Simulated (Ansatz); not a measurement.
`F[SiH2][SiH](Cl)Cl` → `F[SiH2]Cl` + `[SiH]Cl` at 500 K and 1 bar (silylene formation by 1,1-elimination).

Gas-phase electronic energies from Ansatz, PBE0-D4/def2-TZVP geometries. CCSD(T)/CBS is the MP2 limit (def2-TZVPP, def2-QZVPP) plus CCSD(T) − MP2 in def2-TZVPP, frozen cores. This one scheme is used for every species. Each species was taken in one conformer, which may not be the lowest.

```json
{"species": "`F[SiH2][SiH](Cl)Cl`", "CCSD(T)/CBS energy (Eh)": "-1599.46845", "H − E (kJ/mol)": "133.4", "S (J/(mol·K))": "441.9"}
{"species": "`F[SiH2]Cl`", "CCSD(T)/CBS energy (Eh)": "-849.96195", "H − E (kJ/mol)": "83.3", "S (J/(mol·K))": "315.2"}
{"species": "`[SiH]Cl`", "CCSD(T)/CBS energy (Eh)": "-749.43948", "H − E (kJ/mol)": "39.6", "S (J/(mol·K))": "274.0"}
```

H − E and S are ideal-gas, rigid-rotor, harmonic terms from PBE0-D4/def2-TZVP, for one conformer and one mirror image of each species. 1 Eh = 2625.50 kJ/mol, R = 8.31446 J/(mol·K).

Q: By hand: ΔE, ΔH, ΔS and ΔG.

A: ΔE = (-849.96195) + (-749.43948) − (-1599.46845) = 0.06702 Eh = 176.0 kJ/mol. Δ(H − E) = 83.3 + 39.6 − 133.4 = -10.5, so ΔH = 165.5 kJ/mol. ΔS = 315.2 + 274.0 − 441.9 = 147.3 J/(mol·K). ΔG = 165.5 − 500 × (147.3)/1000 = 91.8 kJ/mol.

Q: By hand: the equilibrium constant, and the temperature at which ΔG would vanish if ΔH and ΔS stayed fixed.

A: log₁₀ K = −ΔG/(RT ln 10) = -9.6. ΔG = 0 at ΔH/ΔS = 1124 K.

The number of gas molecules changes by +1, which sets the sign of ΔS. A doubt of 5 kJ/mol in ΔE shifts log₁₀ K by 0.5 here. Other conformers and mirror images would add mixing entropy, several J/(mol·K) or more a flexible species. Modes under 60 cm⁻¹, often nearly free rotors, make the harmonic entropy too high. These are equilibria of isolated gas molecules and say nothing of rates. Largest T1 diagnostic: 0.013 (customary marks: 0.02 for closed shells, 0.045 for open ones).
